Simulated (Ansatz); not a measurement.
`B[SiH](B)F` + `C=CNC` → `BN(C)C=C` + `B[SiH2]F` at 600 K and 1 bar (cleavage of the B–Si bond).

Isolated molecules relaxed with PBE0-D4/def2-TZVP in Ansatz; ΔE leaves out vibrations. CCSD(T)/CBS adds triple-zeta CCSD(T) − MP2 to the extrapolated MP2 energy (def2 sets, frozen cores). Each species was taken in one conformer, which may not be the lowest.

| species | CCSD(T)/CBS energy (Eh) | H − E (kJ/mol) | S (J/(mol·K)) |
| --- | --- | --- | --- |
| `B[SiH](B)F` | -441.44960 | 193.4 | 416.3 |
| `C=CNC` | -173.03872 | 305.3 | 370.2 |
| `BN(C)C=C` | -198.47223 | 348.7 | 401.1 |
| `B[SiH2]F` | -416.08532 | 146.8 | 353.7 |

H − E and S are ideal-gas, rigid-rotor, harmonic terms from PBE0-D4/def2-TZVP, for one conformer and one mirror image of each species. 1 Eh = 2625.50 kJ/mol, R = 8.31446 J/(mol·K).

Q: By hand: ΔE, ΔH, ΔS and ΔG.

A: ΔE = (-198.47223) + (-416.08532) − (-441.44960) − (-173.03872) = -0.06923 Eh = -181.8 kJ/mol. Δ(H − E) = 348.7 + 146.8 − 193.4 − 305.3 = -3.2, so ΔH = -185.0 kJ/mol. ΔS = 401.1 + 353.7 − 416.3 − 370.2 = -31.7 J/(mol·K). ΔG = -185.0 − 600 × (-31.7)/1000 = -166.0 kJ/mol.

Q: By hand: the equilibrium constant, and the temperature at which ΔG would vanish if ΔH and ΔS stayed fixed.

A: log₁₀ K = −ΔG/(RT ln 10) = 14.5. ΔG = 0 at ΔH/ΔS = 5836 K, far beyond where these terms or the molecules hold.

ΔH outweighs TΔS. A doubt of 5 kJ/mol in ΔE shifts log₁₀ K by 0.4 here. Other conformers and mirror images would add mixing entropy, several J/(mol·K) or more a flexible species. These are equilibria of isolated gas molecules and say nothing of rates. Largest T1 diagnostic: 0.013 (customary marks: 0.02 for closed shells, 0.045 for open ones).
